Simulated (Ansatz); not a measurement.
Reaction (germylene formation by 1,1-elimination): `[CH3][GeH]([F])[SiH3]` → `[CH3][Ge][F]` + SiH₄

Program: Ansatz. Geometries: PBE0-D4/def2-TZVP. ΔE: electronic, gas phase. CCSD(T)/CBS adds triple-zeta CCSD(T) − MP2 to the extrapolated MP2 energy (def2 sets, frozen cores). This one scheme is used for every species. Functionals use def2-TZVPP. HSE06 is defined as in plane-wave codes. For Ge outer-core shells are correlated without core-valence functions, which leaves a few kJ/mol of doubt a bond. Scalar relativity is left out up to krypton.

Problem. Is it downhill or uphill in electronic energy at CCSD(T)/CBS, and by how much? (An estimate is asked.)

Solution. Ansatz gave: Uphill: ΔE = +27.4 kcal/mol.

Problem. What do these levels give: r2SCANh-D4, PBE-QIDH, HSE06, BHLYP, CAM-B3LYP, SCS-MP2/def2-TZVPP? (Estimate.)

Solution. Computed: r2SCANh-D4 31.0, PBE-QIDH 32.7, HSE06 29.1, BHLYP 24.6, CAM-B3LYP 24.0, SCS-MP2/def2-TZVPP 28.2 kcal/mol.

Largest T1 diagnostic among the species: 0.013.

The D4 term adds +2.9 kcal/mol with B3LYP and +1.7 kcal/mol with PBE0; it sums over pairs of atoms, weighted by their polarisabilities, and B3LYP, whose exchange is more repulsive, gets the larger term. Leaving LDA and LC-ωPBE aside and taking each functional with its dispersion term where it has one, the values, not all of them listed here, spread over 12.6 kcal/mol, from BLYP-D4 to PBE-QIDH. LDA lies +8.5 kcal/mol from PBE without D4. From BLYP to BHLYP (50 % exact exchange), in def2-TZVPP and without D4, ΔE moves by +8.1 kcal/mol.

B3LYP here is the variant with VWN-RPA as its local correlation; programs differ in this.
